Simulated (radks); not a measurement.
Results of a calculation; reference values are marked as such.
Species: Ti3+. Configuration: [Ar] 3d1.

Level of theory: scalar-relativistic Kohn-Sham, LDA (Slater exchange, Perdew-Wang correlation), spin-polarised, spherical densities, finite nucleus; open shells are filled with parallel spins first; Fermi nuclear charge, rms radius 3.5921 fm (a radial shooting solver on a logarithmic mesh with Libxc functionals).

Energy parts (hartree):
total: -849.94900
kinetic: 856.69747
electron-nucleus: -1999.56651
Hartree: 332.10985
exchange-correlation: -39.18982

Orbitals (lengths in bohr, moments of r in powers of bohr; r(max) is where P^2 peaks):
orbital  occ.  eigenvalue (hartree)   r(max)
1s down     1             -179.6897  0.04565
1s up       1             -179.6896  0.04565
2s up       1             -20.93631   0.2696
2s down     1             -20.92159   0.2695
2p up       3             -17.57079   0.2195
2p down     3             -17.55925   0.2195
3s up       1              -3.49985   0.8648
3s down     1              -3.46088   0.8649
3p up       3              -2.62395   0.8919
3p down     3              -2.58576   0.8923
3d up       1              -1.30067   0.9173
3d down     0              -1.26424   0.9199

The highest occupied level is 3d up at -35.393 eV. The spin density at the nucleus is -0.2356 e/bohr^3 (1s -0.0074, 2s -0.3528, 3s 0.1246). The electron density at the nucleus is 8485 e/bohr^3 (large components only).
